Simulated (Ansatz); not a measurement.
Calculation: PBE0-D3(BJ)/def2-TZVP (Ansatz, a quantum-chemistry and plane-wave program). No frequencies were computed at this level.

Ansatz 0.2 input:
```yaml
crystal:
  periodic: [false, false, false]
  atoms:
    - { symbol: S, position_ang: [-1.707801, 0.606011, 0.047082] }
    - { symbol: B, position_ang: [0.047426, 0.690744, 0.043518] }
    - { symbol: S, position_ang: [1.207974, -0.629928, -0.048878] }
    - { symbol: H, position_ang: [-1.903992, -0.717312, -0.036868] }
    - { symbol: H, position_ang: [2.356393, 0.050485, -0.004854] }
basis:
  gaussian: { orbitals: def2-tzvp }
hamiltonian:
  xc: pbe0
  dispersion: d3bj
relax:
  max_steps: 150
magnetization:
  spin_polarized: true
  initial_magnetization: 1
```

Output:

```
Functional definition: PBE0
799 factors; their error is unknown
mean field evaluation 1: about -22370.2937 eV, gradient 1.4e1 eV
mean field evaluation 2: about -22370.2359 eV, gradient 1.5e1 eV
mean field evaluation 4: about -22371.5332 eV, gradient 9.0e-1 eV
mean field evaluation 8: about -22371.5857 eV, gradient 1.2e-1 eV
mean field evaluation 16: about -22371.5858 eV, gradient 7.5e-5 eV
mean field -22371.58578130 eV, -822.1406134573 hartree, gradient 7.5e-5 eV, S^2 0.755074; 0 other end points of the search recorded, 0 dependent functions left out
reference -22371.58580653 eV, -822.1406143846 hartree; 20, 19 occupied and 97, 98 virtual orbitals, 799 factors
relax step   1: F+E_penalty+E_count = -22371.69088655 eV  Δ(F+E_penalty+E_count) = +0.000e0 eV  max|allowed force component| = 4.833e-1 eV/Å  Δτ_max = 0.0000 Å  (29 SCF iters, accepted)
these checks for a lower state are left out or cut short: starts, cluster_reference, orbital_swaps, neighbouring_geometries, increment
799 factors; their error is unknown
mean field -22371.59708633 eV, -822.1410289093 hartree, gradient 2.0e-5 eV, S^2 0.755078; 0 other end points of the search recorded, 0 dependent functions left out
reference -22371.59711159 eV, -822.1410298378 hartree; 20, 19 occupied and 97, 98 virtual orbitals, 799 factors
relax step   2: F+E_penalty+E_count = -22371.70196254 eV  Δ(F+E_penalty+E_count) = -1.108e-2 eV  max|allowed force component| = 1.852e-1 eV/Å  Δτ_max = 0.0297 Å  (31 SCF iters, accepted)
these checks for a lower state are left out or cut short: starts, cluster_reference, orbital_swaps, neighbouring_geometries, increment
799 factors; their error is unknown
mean field -22371.59986790 eV, -822.1411311303 hartree, gradient 2.0e-5 eV, S^2 0.755138; 0 other end points of the search recorded, 0 dependent functions left out
reference -22371.59989324 eV, -822.1411320617 hartree; 20, 19 occupied and 97, 98 virtual orbitals, 799 factors
relax step   3: F+E_penalty+E_count = -22371.70436468 eV  Δ(F+E_penalty+E_count) = -2.402e-3 eV  max|allowed force component| = 8.374e-2 eV/Å  Δτ_max = 0.0306 Å  (31 SCF iters, accepted)
these checks for a lower state are left out or cut short: starts, cluster_reference, orbital_swaps, neighbouring_geometries, increment
799 factors; their error is unknown
mean field evaluation 32: about -22371.5527 eV, gradient 3.0e-1 eV
mean field -22371.60004083 eV, -822.1411374855 hartree, gradient 2.4e-5 eV, S^2 0.755162; 0 other end points of the search recorded, 0 dependent functions left out
reference -22371.60006618 eV, -822.1411384171 hartree; 20, 19 occupied and 97, 98 virtual orbitals, 799 factors
relax step   4: F+E_penalty+E_count = -22371.70446120 eV  Δ(F+E_penalty+E_count) = -9.653e-5 eV  max|allowed force component| = 5.287e-2 eV/Å  Δτ_max = 0.0070 Å  (32 SCF iters, accepted)
these checks for a lower state are left out or cut short: starts, cluster_reference, orbital_swaps, neighbouring_geometries, increment
799 factors; their error is unknown
mean field -22371.60037305 eV, -822.1411496941 hartree, gradient 1.9e-5 eV, S^2 0.755176; 0 other end points of the search recorded, 0 dependent functions left out
reference -22371.60039841 eV, -822.1411506264 hartree; 20, 19 occupied and 97, 98 virtual orbitals, 799 factors
relax step   5: F+E_penalty+E_count = -22371.70475775 eV  Δ(F+E_penalty+E_count) = -2.965e-4 eV  max|allowed force component| = 2.425e-2 eV/Å  Δτ_max = 0.0136 Å  (33 SCF iters, accepted)
these checks for a lower state are left out or cut short: starts, cluster_reference, orbital_swaps, neighbouring_geometries, increment
799 factors; their error is unknown
mean field -22371.60048777 eV, -822.1411539102 hartree, gradient 2.6e-5 eV, S^2 0.755167; 0 other end points of the search recorded, 0 dependent functions left out
reference -22371.60051313 eV, -822.1411548422 hartree; 20, 19 occupied and 97, 98 virtual orbitals, 799 factors
relax step   6: F+E_penalty+E_count = -22371.70489760 eV  Δ(F+E_penalty+E_count) = -1.398e-4 eV  max|allowed force component| = 2.625e-3 eV/Å  Δτ_max = 0.0090 Å  (33 SCF iters, accepted)
799 factors; their error is unknown
mean field evaluation 64: about -22371.6005 eV, gradient 1.4e-2 eV
mean field -22371.60048777 eV, -822.1411539102 hartree, gradient 2.5e-5 eV, S^2 0.755167; 1 other end points of the search recorded, 0 dependent functions left out
reference -22371.60051313 eV, -822.1411548422 hartree; 20, 19 occupied and 97, 98 virtual orbitals, 799 factors
Total energy: -22371.70492296 eV, -822.1449918325 hartree
Atom 0 at    -1.700263     0.627674     0.048317 Å, force     0.000889     0.000668     0.000384 eV/Å
Atom 1 at     0.054240     0.628246     0.040435 Å, force    -0.000306     0.000036     0.000046 eV/Å
Atom 2 at     1.249620    -0.662082    -0.049879 Å, force    -0.002625    -0.000360     0.000843 eV/Å
Atom 3 at    -1.956106    -0.700192    -0.036299 Å, force    -0.000154    -0.001123    -0.000639 eV/Å
Atom 4 at     2.352510     0.106354    -0.002574 Å, force     0.002195     0.000779    -0.000634 eV/Å
Dipole moment:     0.101412    -0.153912    -0.010142 e Å
```

Cost: roughly 30 core-seconds.
